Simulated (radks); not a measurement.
Effect of the nuclear size on the antimony ion Sb3+, [Kr] 4d10 5s2. All-electron calculation, Dirac Kohn-Sham, LDA (Slater exchange, Perdew-Wang correlation), spin-unpolarised, spherical densities, finite nucleus; Fermi nuclear charge, rms radius 4.6802 fm. Program: a radial shooting solver on a logarithmic mesh with Libxc functionals. The rms radius is varied about that value; shifts are against it.

rms radius (fm)  total energy shift (eV)  density at nucleus (e/bohr^3)  1s1/2 shift (meV)  2s1/2 shift (meV)  4s1/2 shift (meV)  4p1/2 shift (meV)  5s1/2 shift (meV)  5p1/2 (empty) shift (meV)  6s1/2 (empty) shift (meV)
3.8799                             -1.45                      2.144e+05               -610              -70.3              -2.69              0.257             -0.333                      0.083                     -0.074
4.3198                            -0.683                      2.108e+05               -286              -33.0              -1.26              0.121             -0.157                      0.039                     -0.035
4.6802                                 0                      2.081e+05              0.000              0.000              0.000              0.000              0.000                      0.000                      0.000
4.9329                             0.506                      2.064e+05                212               24.5              0.938             -0.089              0.116                     -0.029                      0.026
5.5788                              1.90                      2.023e+05                797               91.9               3.52             -0.336              0.436                     -0.109                      0.096

Slopes of the eigenvalues against <r^2> in GHz/fm^2, as finite differences over the two radii next to the reference (eigenvalue slopes, not the field-shift constants of lines): 1s1/2 21300, 2s1/2 2450, 4s1/2 93.9, 4p1/2 -8.96, 5s1/2 11.6, 5p1/2 (empty) -2.91, 6s1/2 (empty) 2.56.
